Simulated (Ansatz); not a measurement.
The same path of AlBrF2H2O2 (8 atoms, charge 0, multiplicity 1) was run twice with different band settings. Lost on the way: Al1–Br2, H5–O6. Made: Al1–O6, Br2–H5.

All numbers below come from RKS PBE/def2-SVP in Ansatz.

Relaxed end points:

```xyz
8
Properties=species:S:1:pos:R:3
Al 0.065 -1.106 -0.036
Br 0.953 -0.353 -2.017
F -1.559 -1.541 -0.052
F 1.111 -1.870 1.017
H 0.700 1.497 -0.582
O 0.388 1.822 0.314
O -0.356 0.661 0.756
H -1.302 0.891 0.601
```

```xyz
8
Properties=species:S:1:pos:R:3
Al -0.218 -0.990 0.745
Br 2.310 1.266 -2.191
F -0.731 -1.201 2.314
F 0.197 -2.287 -0.202
H 1.267 1.097 -1.182
O 0.190 0.692 0.246
O -1.261 0.396 -0.152
H -1.754 1.027 0.422
```

Common settings: spring 5.0 eV/Å²; optimiser quadratic models (default); start path through a guess of the saddle point; force threshold 0.05 eV/Å; iteration limit 60; end points relaxed.

| run | movable images | climbing image |
| --- | --- | --- |
| 1 | 7 | yes |
| 2 | 8 | no |

What does each run give, and how far can it be trusted?

Run 1: converged after 44 iterations, highest image 1.346 eV above the first end. The profile has 2 maxima (images 2, 5) with wells between them (image 3): this band takes more than one step, which may be the mechanism or a detour left from its start path. A vibrational analysis at the climbing image gives one clearly imaginary mode, 60i cm⁻¹: a first-order saddle point.
Run 2: not converged after 60 iterations, highest image 1.321 eV above the first end. The band didn't meet its force threshold, so its energies are provisional: the largest band force was still 0.25 eV/Å, and over the last iterations the top stayed at 1.33 eV. Inner images lie below an end point, which means an intermediate or an end that isn't the lowest structure nearby.
The orbitals stay closed-shell, which can raise the energy where a bond breaks towards radicals; this wasn't checked here.
